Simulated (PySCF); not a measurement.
H₂Se, SMILES [SeH2]. Heavy atoms are numbered as in [SeH2:1]. Hydrogens are named by the atom that carries them.

Geometry: ωB97X-D3(BJ)/def2-TZVPD.

Computed with PBE/def2-TZVPD in PySCF.

Mulliken values depend strongly on the basis, most of all with diffuse functions as here. Atomic charges (e), one atom of each kind:

```tsv
atom	meta-Löwdin	Mulliken
Se1 (SeH2)	(withheld)	-0.28
H on Se1	(withheld)	0.14
```

Some entries are withheld; supply them. (The exact figures need the calculation; the answer reports its results.)


- Se1 (SeH2), meta-Löwdin: -0.16
- H on Se1, meta-Löwdin: 0.08
